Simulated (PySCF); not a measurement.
PySCF 2.14 output of an unrestricted BP86 calculation on a single atom or ion in aug-cc-pVDZ-PP with ECP10MDF (5s5p4d2f, 54 functions), with scalar relativity through the core potential:

```
SCF conv_tol = 1e-09
number electrons alpha = 10  beta = 9
    A. D. Becke.,  Phys. Rev. A 38, 3098 (1988)
    J. P. Perdew.,  Phys. Rev. B 33, 8822 (1986)
cycle= 1 E= -226.859663763097  delta_E= -0.0158  |g|= 0.239  |ddm|= 0.674
cycle= 2 E= -226.829681068319  delta_E= 0.03  |g|= 0.545  |ddm|=  1.1
cycle= 3 E= -226.868600923369  delta_E= -0.0389  |g|= 0.0299  |ddm|= 0.805
cycle= 4 E= -226.868750811102  delta_E= -0.00015  |g|= 0.000703  |ddm|= 0.0314
cycle= 5 E= -226.868750878582  delta_E= -6.75e-08  |g|= 6.35e-06  |ddm|= 0.00112
cycle= 6 E= -226.868750878595  delta_E= -1.38e-11  |g|= 6.94e-07  |ddm|= 2.61e-05
converged SCF energy = -226.868750878595  <S^2> = 0.75099813  2S+1 = 2.0009979
```

The run itself started from symmetry-adapted Hartree-Fock orbitals and held the occupation by maximum overlap, on a logarithmic radial grid, so the iterations belong to that start.

Problem. Which element, charge and spin multiplicity is this?

Solution. Zn+ (zinc, charge +1), multiplicity 2; the state was [Ar] 3d10 4s1, 2S determinant.

Energies and moments cover only the electrons outside the core potential.
